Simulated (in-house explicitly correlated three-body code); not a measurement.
Computed with an exponentially correlated three-body code. Model: two electrons around a point charge, non-relativistic, variational in 260 exponentially correlated functions (energies converged to about 1e-7 hartree, or 1e-8 relative for large Z).

Command:
```bash
python run_hyl.py task.json out
```
Settings (lengths in bohr, energies in hartree):
```
Z                      1.5
screening              0.75
interaction_strength   1
functions              260
states_tried           1
```

Time taken, with all properties: 4.2 s on 1 thread of AMD EPYC 9R45 96-Core Processor (Zen 5), with other jobs on the host.

**Ground state only, binding against the one-electron ion.**

Given: nuclear charge 1.5; Yukawa screening of all interactions 0.75 1/bohr.

Computed: one-electron threshold -0.333263299 hartree.

```
term  energy (hartree)  binding (eV)
1 1S      -0.415235693        2.2306
```

**Converged states only, values per electron or pair (inverse distances are <exp(-kr)/r>).**

| term | mean r (bohr) | mean r squared (bohr²) | mean inverse r (1/bohr) | mean r12 (bohr) | mean inverse r12 (1/bohr) | mean cosine | mean p1 dot p2 (bohr⁻²) | delta r1 (bohr⁻³) | delta r12 (bohr⁻³) |
| --- | --- | --- | --- | --- | --- | --- | --- | --- | --- |
| 1 1S | 1.7534 | 4.7439 | 0.55357 | 2.7441 | 0.15907 | -0.054932 | 0.042438 | 0.51031 | 0.016278 |
